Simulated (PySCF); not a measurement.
## Assigning NMR signals

Geometry:
```
atom   x (Å)   y (Å)   z (Å)
  B1   2.643   0.970   0.186
  B2   1.580  -0.214  -0.369
  N3   0.061   0.188  -0.139
  C4  -0.581  -0.200   0.974
  C5  -1.879   0.199   1.254
  C6  -2.545   1.023   0.350
  C7  -1.875   1.416  -0.807
  C8  -0.577   0.978  -1.017
  H9   2.313   2.049   0.656
 H10   3.844   0.792   0.103
 H11   1.763  -1.294   0.185
 H12   1.749  -0.322  -1.584
 H13  -0.010  -0.849   1.640
 H14  -2.358  -0.142   2.173
 H15  -3.570   1.350   0.541
 H16  -2.350   2.058  -1.550
 H17  -0.003   1.249  -1.904
```

Computational details: NMR shieldings at KT2/pcSseg-1/GIAO, couplings computed with B3LYP/pcJ-1 (spin–dipole term only in couplings to heteroatoms), PBE0-D3(BJ)/def2-SVP geometry, in PySCF (fast rotation and ring inversion assumed for equivalent nuclei, in vacuum, single conformer, non-relativistic).

Chemical shifts δ = σref − σ; TMS for ¹³C (183.22 ppm), ¹H (31.18 ppm), all at this level.

Q: Assign these signals to the numbered atoms. ¹³C{¹H} NMR (computed): δ 139.7 (CH), 127.9 (CH), 120.0 (CH).

A: 
139.7 → C4/C8, aromatic CH next to a ring nitrogen
127.9 → C6, aromatic CH: the aromatic region
120.0 → C5/C7, aromatic CH

Q: Assign these signals to the numbered atoms. ¹H NMR (600 MHz, computed): δ 9.45 (br, 2H), 8.41 (dd, J = 6.8, 1.2 Hz, 2H), 7.25 (tt, J = 8.5, 1.2 Hz, 1H), 6.96 (dd, J = 8.5, 6.8 Hz, 2H), 3.96 (br, 2H).

A: 
| δ (ppm) | atoms | environment | reason |
| --- | --- | --- | --- |
| 9.45 | H9/H10 | hydrogen on a boron bonded to B | – |
| 8.41 | H13/H17 | hydrogen on an aromatic CH next to a ring nitrogen | ring current plus the neighbouring ring nitrogen |
| 7.25 | H15 | hydrogen on an aromatic CH | the ring current deshields protons in the ring plane |
| 6.96 | H14/H16 | hydrogen on an aromatic CH | – |
| 3.96 | H11/H12 | hydrogen on a boron bonded to B, N | – |

Hydrogens on boron are broadened and split by ¹¹B (spin 3/2, 80 %) and 10B (spin 3). Multiplet labels drop couplings under 1 Hz and merge nearly equal ones. Couplings among chemically equivalent protons are left out too, so labels in AA′BB′ or AA′XX′ sets are apparent multiplicities. Unscaled 3J(H,H) at this level run about 10 % above measured values. Shifts are as computed. Against solution values, carbons near 30 ppm lie about +2 ppm off and those near 130 ppm about -5 ppm. Of 1313 compounds with measured shifts, 239 miss one by over three times the rms of a fit or turn the order of signals round; such compounds aren't used in these exercises. Only one conformer was computed, so three-bond couplings in flexible chains and rings are approximate.
